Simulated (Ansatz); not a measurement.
Reaction (substitution at a C–N bond): `O=C[N]([AlH2])[SiH3]` + CH₃NH₂ → `CNC=O` + `[AlH2][NH][SiH3]`

Computed with Ansatz on PBE0-D4/def2-TZVP structures; ΔE is electronic, products minus reactants. CBS: MP2 limit from def2 TZ/QZ plus the TZ coupled-cluster correction, frozen cores. Functionals use def2-TZVPP. B3LYP here is the variant with VWN-RPA as its local correlation; programs differ in this. One conformer a species, not always the lowest.

Is it downhill or uphill in electronic energy at CCSD(T)/CBS, and by how much? (An estimate is asked.)

Computed: Downhill: ΔE = -0.28 eV.

What do these levels give: B3LYP-D4, ωB97M-V, B2PLYP, CCSD(T)/def2-TZVPP, MP2/def2-QZVPP, SCS-MP2/def2-QZVPP? (Estimate.)

The calculation gave: B3LYP-D4 -0.34, ωB97M-V -0.31, B2PLYP -0.35, CCSD(T)/def2-TZVPP -0.27, MP2/def2-QZVPP -0.29, SCS-MP2/def2-QZVPP -0.29 eV.

Largest T1 diagnostic among the species: 0.015.

In def2-TZVPP, CCSD(T) changes the Hartree–Fock value by +0.09 eV (the triples alone add +0.01 eV) and MP2 by +0.07 eV. The D4 term adds +0.05 eV with B3LYP and +0.03 eV with PBE0; it sums over pairs of atoms, weighted by their polarisabilities, and B3LYP, whose exchange is more repulsive, gets the larger term.
